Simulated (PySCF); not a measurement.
Potential energy of PdN along the bond

Set-up: PySCF, scalar-relativistic core potentials, basis sets Pd def2-TZVPP with ECP28, N def2-TZVPP. Energies in eV from Pd (4d10) + N in their ground configurations at the same level. State: ⁴Σ⁻ (quartet), unpaired electrons σ ↑, π ↑↑.

```csv
R (Å),B97-3,PBE0
1.545,-0.885,-1.221
1.617,-1.475,-1.774
1.689,-1.798,-2.064
1.743,-1.918,-2.161
1.797,-1.962,-2.184
1.851,-1.950,-2.154
1.923,-1.875,-2.057
2.013,-1.722,-1.881
2.120,-1.498,-1.631
2.264,-1.189,-1.292
```

**Question.** Put a parabola through the three lowest points of the B97-3 curve and estimate Re, k and ωe (reduced mass 12.37 u; 1 eV/Å² = 0.16022 mdyn/Å; ωe = 1302.8·√(k/μ) cm⁻¹).

**Answer.** Through R = 1.743, 1.797, 1.851 Å the second-order coefficient is 9.60 eV/Å², so Re ≈ 1.812 Å, k ≈ 3.08 mdyn/Å and ωe ≈ 650 cm⁻¹. A polynomial fit of higher order to the unrounded B97-3 energies gives Re = 1.810 Å, k = 2.81 mdyn/Å, ωe = 621 cm⁻¹; anharmonicity and rounding make the difference.

The higher-order fit for each curve: B97-3: Re = 1.810 Å, ωe = 621 cm⁻¹, De = 1.96 eV; PBE0: Re = 1.791 Å, ωe = 646 cm⁻¹, De = 2.18 eV.

The metal atom is held in its measured ground configuration; semilocal functionals can put another filling of s and d lower by some tenths of an eV, and De to that atom would be smaller. Spin–orbit coupling is left out, which matters for elements this heavy, above all for dissociation energies. The state is the lowest single determinant that the PBE0 search found; with open d or f shells the true ground state can be another one.
